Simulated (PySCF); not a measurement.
**Electron correlation in B⁺ (boron, charge +1)**

[He] 2s1 3d1, high-spin 3D determinant (an excited configuration). Calculation: PySCF 2.14, in dyall-acv3z; no relativity, point nucleus. Frozen: 1s2; 2 electrons correlated; the 18 highest virtual orbitals of each spin left out.

With two correlated electrons CCSD is exact within the correlated space (frozen core and kept virtual orbitals).

```tsv
level	correlation energy (mhartree)
CCSD	-7.74
```

Diagnostics: T1 = 0.0091, D1 = 0.0180, largest double amplitude 0.079.

The outer electron is Rydberg-like, and this basis confines it to a smaller radius and binds it less than a complete one would.

Cost of the coupled-cluster step: of the order of 4 core-seconds, for 2 correlated electrons.

Iterations:

```
CC2 = 0
CCSD nocc = (np.int64(2), np.int64(0)), nmo = (57, 57)
frozen orbitals [[0, 58, 59, 60, 61, 62, 63, 64, 65, 66, 67, 68, 69, 70, 71, 72, 73, 74, 75], [0, 58, 59, 60, 61, 62, 63, 64, 65, 66, 67, 68, 69, 70, 71, 72, 73, 74, 75]]
max_cycle = 100
direct = 0
conv_tol = 1e-08
conv_tol_normt = 1e-06
diis_space = 8
diis_start_cycle = 0
Init t2, MP2 energy = -0.00353322229490778
Init E_corr(UCCSD) = -0.00353322229503676
cycle = 1  E_corr(UCCSD) = -0.00513917241754101  dE = -0.00160595012  norm(t1,t2) = 0.0306826
cycle = 2  E_corr(UCCSD) = -0.00601627053506979  dE = -0.000877098118  norm(t1,t2) = 0.0200757
cycle = 3  E_corr(UCCSD) = -0.00754505428092525  dE = -0.00152878375  norm(t1,t2) = 0.0140732
cycle = 4  E_corr(UCCSD) = -0.00768092981955166  dE = -0.000135875539  norm(t1,t2) = 0.00461199
cycle = 5  E_corr(UCCSD) = -0.00774638388371354  dE = -6.54540642e-05  norm(t1,t2) = 0.00100755
cycle = 6  E_corr(UCCSD) = -0.00773028718443521  dE = 1.60966993e-05  norm(t1,t2) = 0.000153968
cycle = 7  E_corr(UCCSD) = -0.00773865032968422  dE = -8.36314525e-06  norm(t1,t2) = 6.80796e-05
cycle = 8  E_corr(UCCSD) = -0.00773569212495321  dE = 2.95820473e-06  norm(t1,t2) = 2.22277e-05
cycle = 9  E_corr(UCCSD) = -0.00773627690931297  dE = -5.8478436e-07  norm(t1,t2) = 4.97176e-06
cycle = 10  E_corr(UCCSD) = -0.0077362236789896  dE = 5.32303234e-08  norm(t1,t2) = 6.47882e-07
cycle = 11  E_corr(UCCSD) = -0.00773623992828622  dE = -1.62492966e-08  norm(t1,t2) = 1.63562e-07
cycle = 12  E_corr(UCCSD) = -0.00773624023129849  dE = -3.03012267e-10  norm(t1,t2) = 2.03249e-08
UCCSD converged
E(UCCSD) = -23.61150882771383  E_corr = -0.007736240231298487
```
